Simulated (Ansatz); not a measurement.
H₆KNSi₂. Total charge 0; spin multiplicity 1. Correlated methods include outer-core shells of K, which these sets cover unevenly. Scalar relativity is left out up to krypton. The bonds changed during the relaxation, so this is another structure than the one it started from.

Z-matrix (Å, degrees):
```
Si
K 1 3.393
N 1 1.660 2 44.3
H 1 1.525 2 63.1 3 179.9
H 1 1.500 2 127.1 3 -92.6
H 1 1.500 2 127.2 3 92.5
Si 2 3.394 1 55.5 3 0.4
H 2 3.027 1 82.1 3 0.6
H 7 1.500 2 127.1 1 92.1
H 7 1.500 2 127.2 1 -92.9
```

(1) Give the diagnostics of a CCSD(T)/def2-TZVPP run (frozen core, Ansatz 0.2.0). (An estimate is asked.)

## Answers

(1) Computed: T1 = 0.0106, largest single amplitude 0.014, largest double 0.018, (T) share of the correlation energy 3.1 %, 10 CCSD cycles. The RHF solution is stable towards an unrestricted one. T1 lies under the customary mark of 0.02 for closed shells.
